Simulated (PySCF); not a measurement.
1-bromo-1-chlorocyclopropane (C₃H₄BrCl), SMILES ClC1(Br)CC1.

The structure is a stationary point at PBE-D3(BJ)/def2-SVP.

All values below come from PBE/def2-TZVP (PySCF).

Gas-phase values at a fixed geometry.

Problem. Estimate the frontier levels, gap, dipole moment and polarisability. (An estimate is asked for; the answer gives what the named calculation found.)

Solution. 
highest occupied level: -6.50 eV
lowest empty level: -1.72 eV
orbital gap: 4.78 eV
dipole moment: 2.08 D
quadrupole, principal values (traceless, Buckingham form, about the centre of nuclear charge): -1.73, -0.90, 2.64 D·Å
mean static polarisability: 67.5 bohr³ (10.00 Å³)
polarisability, principal values: 55.4, 68.7, 78.4 bohr³
